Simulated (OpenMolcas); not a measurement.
Ag5+: the spin-orbit constant, worked from levels

```yaml
Program: OpenMolcas 26.06
Basis: ANO-RCC-VQZP [8s7p5d3f2g1h]
Scalar_Hamiltonian: DKH2, point nucleus
Active_space: 12 electrons in 8 orbitals (RAS1 4p, at most 2 holes; RAS2 4d)
State_averaging: 2S+1 = 5 even, 5 roots; 2S+1 = 3 even, 45 roots; 2S+1 = 1 even, 49 roots
Spin-orbit_coupling: state interaction with AMFI integrals over the reference wave functions, term energies averaged over their components
```

Methods: RASSCF; MS-RASPT2, IPEA 0.25 Eh, imaginary shift 0.1 Eh (closed shells correlated: 4s). Measured levels: the list in Gamrath, thesis, University of Mons (2023).

**The spin-orbit constant.** For the Hund term 5D of d6, E(J) = (A/2) J(J+1) + constant and ζ = -2S·A = -4A. From J = 0 to J = 4 the energy changes by 10 A.

```tsv
Source	E(4) - E(0)	A	ζ
RASSCF	-5168.9	-516.9	2068
MS-RASPT2	-5215.9	-521.6	2086
measured	-5380.0	-538.0	2152
```

All in cm-1. MS-RASPT2 is off by -3.1 % and RASSCF by -3.9 %. Both methods take the spin-orbit matrix elements from the reference wave functions, so the second can move ζ only through the term energies and any multistate remixing. Second-order mixing with other terms is absorbed into this ζ.

Active for correlation alone: 4p; no level in the range computed is led by a configuration that opens it, so any true level of that kind is missing. Without dynamic correlation excited terms often stand tens of per cent too high (terms of higher spin than the ground term too low), and those without a measured partner can miss by more than the paired ones (holds for RASSCF). Measured partners are found by configuration, term and J. A level has none where our copy of the source lacks it or the pairing is in doubt (some pairs that miss far off the trend of their configuration count as doubtful), and it then counts in no deviation. Only configurations of the active space appear.
